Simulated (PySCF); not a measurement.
CH8AlAs.
Bonds: C1–As2, As2–Al3. Hydrogens: H4, H5, H6 on C1; H7, H8 on As2; H9, H10, H11 on Al3.

Theory: PySCF 2.14.0, PBE0-D3(BJ)/def2-SVP geometry optimisation, gas phase.

(1) What internal coordinates does the optimisation give?

Answers

(1) 
```tsv
bond	length (bohr)	order
C1–As2	3.672	single
As2–Al3	4.894	single
C1–H4, C1–H5, C1–H6	2.075	single
As2–H7	2.857	single
As2–H8	2.857	single
Al3–H9, Al3–H10, Al3–H11	3.030	single
```

Bonds in one row agree within 0.02 bohr and their mean is given. Orders are formal, as drawn. A selection of angles:
```tsv
angle	degrees
As2–C1–H4	111.8
As2–C1–H5	108.1
H4–C1–H5	110.0
C1–As2–Al3	114.3
C1–As2–H7	100.9
C1–As2–H8	101.1
Al3–As2–H7	119.6
Al3–As2–H8	120.1
H7–As2–H8	97.4
As2–Al3–H9	95.5
As2–Al3–H10	101.2
H9–Al3–H10	119.0
H9–Al3–H11	117.4
```

As2 (arsenic bonded to Al, C and 2 H) is distorted tetrahedral (angles from 97.4° to 120.1°). Al3 (aluminium bonded to As and 3 H) has angles from 94.9° to 119.0°.

Point group: Cs (every atom within 0.08 Å of its image). Not checked by PBE0-D3(BJ)/def2-SVP frequencies.
